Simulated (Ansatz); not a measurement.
Basis-set extrapolation for CH₄O₂SSi, SMILES `O[C@@H]1S[Si@@H]1O` (PBE0-D4/def2-TZVP geometry, frozen core, Ansatz). Multiplicity 1, RHF reference.

```json
{"": "HF", "def2-TZVPP": "-876.531404", "def2-QZVPP": "-876.560675"}
{"": "MP2 correlation", "def2-TZVPP": "-0.933892", "def2-QZVPP": "-1.009479"}
{"": "CCSD(T) correlation", "def2-TZVPP": "-1.005305", "def2-QZVPP": "not run"}
```

Energies in hartree. Use E(X) = E(∞) + A·exp(−7.88·√X) for Hartree–Fock and E(X) = E(∞) + B·X^(−2.97) for correlation, with X = 3 and 4, and add CCSD(T) minus MP2 of the smaller set to the MP2 limit.

Task: What is the CCSD(T) energy at the basis-set limit?

Result: HF limit: -876.560675 + (-0.029271) × 0.13774 = -876.56471. MP2 limit: -1.009479 + (-0.075587) × 0.74074 = -1.06547. Higher-order term: -1.005305 − (-0.933892) = -0.07141. Total: -877.70159 hartree, 4.49 eV below CCSD(T)/def2-TZVPP.
